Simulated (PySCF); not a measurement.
C2H7NP2Si.
SMILES with atom numbers: `[CH:1]#[C:2][Si:3]([NH2:4])([PH2:5])[PH2:6]` (hydrogens: H7 on C1; H8, H9 on N4; H10, H11 on P5; H12, H13 on P6)

Method: PBE0-D3(BJ)/def2-SVP geometry optimisation, gas phase (PySCF 2.14.0); density fitting, grid level 1; the optimiser is geomeTRIC in internal coordinates, started from a GFN2-xTB structure with every atom displaced at random (about 0.01 Å).

The end geometry, which sets the zero of energy:
```
atom  x, y, z in Å
C1     -0.2190    2.1757    1.4057
C2     -0.1442    1.1723    0.7173
Si3    -0.0303   -0.3491   -0.3182
N4     -1.1556   -0.3982   -1.6276
P5      2.0461   -0.5360   -1.1963
P6     -0.4088   -2.1815    0.9523
H7     -0.2799    3.0601    2.0149
H8     -2.1469   -0.4506   -1.4161
H9     -0.9986    0.1957   -2.4351
H10     2.6623   -0.2082    0.0515
H11     2.0642    0.8237   -1.6425
H12    -1.6723   -1.6858    1.4077
H13     0.2882   -1.6368    2.0754
```

Problem. These geometries come from the run, each turned onto the end geometry. Order them by energy, lowest first.
A.
```
atom  x, y, z in Å
C1     -0.2490    2.1881    1.3625
C2     -0.1829    1.1800    0.6799
Si3    -0.0625   -0.3429   -0.3528
N4     -1.1813   -0.4075   -1.6668
P5      2.0347   -0.5062   -1.1952
P6     -0.4453   -2.1717    0.9285
H7     -0.2996    3.0728    1.9729
H8     -2.1707   -0.4636   -1.4434
H9     -1.0421    0.2008   -2.4679
H10     2.6104   -0.3766    0.1067
H11     2.1270    0.8992   -1.4516
H12    -1.5824   -1.5772    1.5665
H13     0.4490   -1.7138    1.9498
```
B.
```
atom  x, y, z in Å
C1     -0.2581    2.1893    1.3691
C2     -0.1832    1.1803    0.6892
Si3    -0.0566   -0.3455   -0.3394
N4     -1.1767   -0.3892   -1.6555
P5      2.0276   -0.5272   -1.2011
P6     -0.4268   -2.1750    0.9368
H7     -0.3246    3.0805    1.9677
H8     -2.1688   -0.4482   -1.4496
H9     -1.0186    0.2262   -2.4461
H10     2.6225   -0.3696    0.0897
H11     2.1207    0.8695   -1.4916
H12    -1.5881   -1.6083    1.5485
H13     0.4360   -1.7016    1.9715
```
C.
```
atom  x, y, z in Å
C1     -0.2412    2.1837    1.3606
C2     -0.1830    1.1765    0.6722
Si3    -0.0745   -0.3420   -0.3688
N4     -1.1974   -0.4167   -1.6836
P5      2.0405   -0.4994   -1.1796
P6     -0.4464   -2.1675    0.9266
H7     -0.2814    3.0606    1.9774
H8     -2.1834   -0.4698   -1.4524
H9     -1.0719    0.1875   -2.4967
H10     2.6425   -0.3751    0.1189
H11     2.1215    0.9182   -1.4192
H12    -1.5814   -1.5498    1.5699
H13     0.4615   -1.7249    1.9637
```
D.
```
atom  x, y, z in Å
C1     -0.2471    2.1935    1.4056
C2     -0.2002    1.2318    0.7099
Si3    -0.0544   -0.3280   -0.3171
N4     -1.0992   -0.4076   -1.6372
P5      2.0057   -0.4590   -1.2758
P6     -0.5291   -2.1308    0.9504
H7     -0.3320    3.0810    2.0009
H8     -2.0966   -0.5705   -1.4779
H9     -0.9937    0.1655   -2.4293
H10     2.6973   -0.3976   -0.0573
H11     2.0997    0.9102   -1.4424
H12    -1.5735   -1.5105    1.6006
H13     0.3286   -1.7968    1.9587
```

Solution. B (0.003 eV), A (0.007 eV), C (0.024 eV), D (0.274 eV).

In the order of the answer:

```
step  E above end (eV)  largest force (eV/Å)  rms force component (eV/Å)  rms distance from end (Å)  rms bond change (Å)  bond most changed (Å)
   4             0.003                  0.06                       0.018                      0.105                0.001          P6–H12 -0.002
   2             0.007                  0.10                       0.030                      0.122                0.002          Si3–P6 +0.004
   1             0.024                  0.39                       0.150                      0.134                0.008          P6–H13 +0.018
   0             0.274                  4.06                       1.096                      0.148                0.035          P6–H13 -0.064
```

The cost below is that of the whole optimisation. On Arm Neoverse V1, one thread, shared host, this took 92 s wall and 0.53 GiB of memory at its peak.
